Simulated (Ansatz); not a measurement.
# Abstraction of H: SiH2(CH3)Cl + C2H2I → SiH(CH3)Cl + C2H3I

Species: SiH2(CH3)Cl ((chlorosilyl)methane), singlet; C2H2I `[H]/[C]=C\I`, doublet; SiH(CH3)Cl, doublet; C2H3I (vinyl iodide) `C=CI`, singlet. A radical takes H: the energy is the difference in strength between the Si–H bond broken and the C–H bond made.

Shapes, held fixed at every level: PBE0-D4/def2-TZVP. Programs: Ansatz 0.2.0. The zero-point and thermal change to 298 K, harmonic and unscaled (PBE0-D4/def2-TZVP), is +11.3 kJ/mol.

```json
{"level": "HF/def2-SVP", "kind": "Hartree–Fock", "ΔH(298 K) (kJ/mol)": "-35.1", "CPU time (sum over the molecules)": "–"}
{"level": "PBE-D4/def2-TZVPP", "kind": "GGA", "ΔH(298 K) (kJ/mol)": "-69.7", "CPU time (sum over the molecules)": "19 s"}
{"level": "r2SCAN-D4/def2-TZVPP", "kind": "meta-GGA", "ΔH(298 K) (kJ/mol)": "-59.1", "CPU time (sum over the molecules)": "34 s"}
{"level": "B3LYP-D4/def2-TZVPP", "kind": "global hybrid", "ΔH(298 K) (kJ/mol)": "-60.5", "CPU time (sum over the molecules)": "27 s"}
{"level": "PBE0-D4/def2-TZVPP", "kind": "global hybrid", "ΔH(298 K) (kJ/mol)": "-69.2", "CPU time (sum over the molecules)": "21 s"}
{"level": "r2SCAN0-D4/def2-TZVPP", "kind": "global hybrid", "ΔH(298 K) (kJ/mol)": "-60.6", "CPU time (sum over the molecules)": "36 s"}
{"level": "B2PLYP/def2-TZVPP", "kind": "double hybrid", "ΔH(298 K) (kJ/mol)": "-63.0", "CPU time (sum over the molecules)": "35 s"}
```

B2PLYP/def2-TZVPP gives ΔH(298 K) = -63.0 kJ/mol; the levels span -69.7 to -35.1. The median of the levels is -60.6. No measured value is set beside it here. Spin contamination: C2H2I (⟨S²⟩ up to 0.98). Open shells run unrestricted unless RO is named. For atoms past krypton def2 sets carry core potentials with scalar relativity. Correlated rows may include outer-core shells of I, which these sets cover unevenly. Times are processor times on shared x86 and Arm servers, and rough.
